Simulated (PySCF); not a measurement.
SMILES SCS (CH4S2), B3LYP/def2-SVP optimised geometry.

```
7

S      1.26    -0.76     0.00
C     -0.57    -0.76     0.00
S     -1.41     0.87     0.00
H      1.41    -0.01    -1.12
H     -0.96    -1.28    -0.89
H     -0.86    -1.34     0.89
H     -0.81     1.34     1.12
```

Density from B3LYP/def2-TZVP (PySCF) at that geometry.

Minimum of the electron density along straight lines between bonded atoms, close to the bond critical point (lines longer than 1.1 times the sum of covalent radii, or with two minima, are not listed):

| bond | length / Å | ρ at the minimum / e bohr⁻³ | ∇²ρ there / e bohr⁻⁵ | position (fraction from the first atom) |
|---|---|---|---|---|
| S1–C2 | 1.829 | 0.177 | -0.28 | 0.53 |
| C2–S3 | 1.829 | 0.177 | -0.28 | 0.47 |
| S1–H4 | 1.354 | 0.214 | -0.62 | 0.64 |
| C2–H5 | 1.100 | 0.279 | -0.96 | 0.65 |
| C2–H6 | 1.100 | 0.279 | -0.96 | 0.65 |
| S3–H7 | 1.354 | 0.214 | -0.62 | 0.64 |
